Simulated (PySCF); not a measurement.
Vertical excitations of a molecule C2H5O, multiplicity 2 from TDA-B3LYP/def2-SVPD in PySCF, as energy in eV (oscillator strength): 3.59 (0.001), 4.68 (0.001), 5.17 (0.010), 5.92 (0.039), 6.37 (0.002), 6.66 (0.000), 6.67 (0.011), 7.14 (0.011), 7.36 (0.082), 7.39 (0.001). Coordinates come from a PBE0-D3(BJ)/def2-TZVP optimisation. Other conformers were not sampled.

Q: Which structure fits?
A. [CH2]CO
B. C[CH]O
C. CC[O]
D. [CH2]OC

A: B, C[CH]O
